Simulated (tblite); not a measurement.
Compound: C₇H₆Cl (charge +1).
Bonds: Cl1–C2, C2–C3, C3–C4 (aromatic), C4–C5 (aromatic), C5–C6 (aromatic), C6–C7 (aromatic), C7–C8 (aromatic), C3–C8 (aromatic). Hydrogens: H9 on C2; H10 on C4; H11 on C5; H12 on C6; H13 on C7; H14 on C8.
Bond orders are those of one Lewis drawing.

Computed with GFN2-xTB (tblite), gas phase: L-BFGS steps from a force-field or distance-geometry start until the largest atomic force falls under 0.01 eV/Å.

Step 4: E = -601.3450 eV
```
atom  x, y, z in Å  |  force x, y, z in eV/Å
Cl1     3.1600   -1.5398    0.2433    0.008  -0.276   0.118
C2      2.2785   -0.2339   -0.2048   -0.395   0.123  -0.002
C3      0.8892   -0.0937   -0.0806   -0.006   0.107  -0.031
C4      0.2457    1.1083   -0.5131   -0.142   0.064  -0.028
C5     -1.1212    1.2645   -0.4017    0.253   0.044  -0.040
C6     -1.9089    0.2497    0.1436    0.018   0.029  -0.018
C7     -1.3091   -0.9330    0.5790    0.193  -0.057   0.001
C8      0.0531   -1.1073    0.4716   -0.156  -0.147   0.079
H9      2.8809    0.5636   -0.6302   -0.203   0.224  -0.070
H10     0.8355    1.9051   -0.9361    0.084   0.014  -0.016
H11    -1.5915    2.1788   -0.7351    0.073  -0.029   0.001
H12    -2.9825    0.3785    0.2288    0.163  -0.014  -0.013
H13    -1.9256   -1.7112    1.0017    0.045  -0.045   0.009
H14     0.4952   -2.0300    0.8114    0.066  -0.036   0.009
```

Step 5: E = -601.3564 eV
```
atom  x, y, z in Å  |  force x, y, z in eV/Å
Cl1     3.1469   -1.5384    0.2440    0.028  -0.255   0.111
C2      2.2637   -0.2310   -0.2021   -0.101  -0.027  -0.003
C3      0.8827   -0.0936   -0.0805   -0.053   0.089  -0.001
C4      0.2496    1.1099   -0.5130   -0.108   0.096  -0.075
C5     -1.1132    1.2632   -0.4041    0.052   0.109  -0.009
C6     -1.9001    0.2499    0.1435    0.051  -0.006  -0.023
C7     -1.3024   -0.9334    0.5799   -0.011  -0.073   0.009
C8      0.0545   -1.1108    0.4709   -0.098  -0.135   0.096
H9      2.8585    0.5655   -0.6289   -0.081   0.310  -0.113
H10     0.8385    1.9066   -0.9376    0.102  -0.003  -0.004
H11    -1.5863    2.1762   -0.7341    0.054   0.006  -0.021
H12    -2.9710    0.3774    0.2275    0.065   0.005  -0.003
H13    -1.9199   -1.7109    0.9999    0.011  -0.060   0.030
H14     0.4980   -2.0311    0.8123    0.087  -0.057   0.005
```

Task: Estimate the geometry and energy of step 6. (The exact step hangs on the optimiser's Hessian estimate; all steps are aligned on step 5, rigid shifts and turns removed.)

Result: E = -601.3622 eV, largest force 0.252 eV/Å
```
atom  x, y, z in Å  |  force x, y, z in eV/Å
Cl1     3.1399   -1.5414    0.2461   -0.013  -0.142   0.069
C2      2.2550   -0.2301   -0.2008    0.108  -0.060  -0.023
C3      0.8776   -0.0924   -0.0802   -0.050   0.000   0.035
C4      0.2506    1.1122   -0.5142   -0.034   0.075  -0.075
C5     -1.1089    1.2644   -0.4054   -0.070   0.075   0.025
C6     -1.8942    0.2496    0.1431    0.046   0.005  -0.029
C7     -1.2998   -0.9345    0.5805   -0.075  -0.085   0.014
C8      0.0545   -1.1147    0.4719   -0.043  -0.030   0.055
H9      2.8445    0.5716   -0.6299   -0.064   0.231  -0.078
H10     0.8420    1.9074   -0.9385    0.104  -0.007  -0.002
H11    -1.5826    2.1749   -0.7340    0.012   0.066  -0.043
H12    -2.9637    0.3769    0.2268    0.014   0.015   0.001
H13    -1.9167   -1.7119    0.9995   -0.028  -0.070   0.043
H14     0.5010   -2.0327    0.8129    0.094  -0.073   0.008
```

The energy changes by -0.0058 eV. The first-order estimate −F·Δx gives -0.0082 eV and the mean of the old and new forces, exact on a quadratic surface, -0.0058 eV. The step makes an angle of 55° with the force vector and moves no atom by more than 0.015 Å.

What follows is the cost of the whole relaxation. Time: 0.17 s. Hardware: one thread, Intel Xeon Platinum 8375C at 2.90 GHz (x86_64), no GPU, shared host with 128 logical CPUs at a one-minute load of 58.
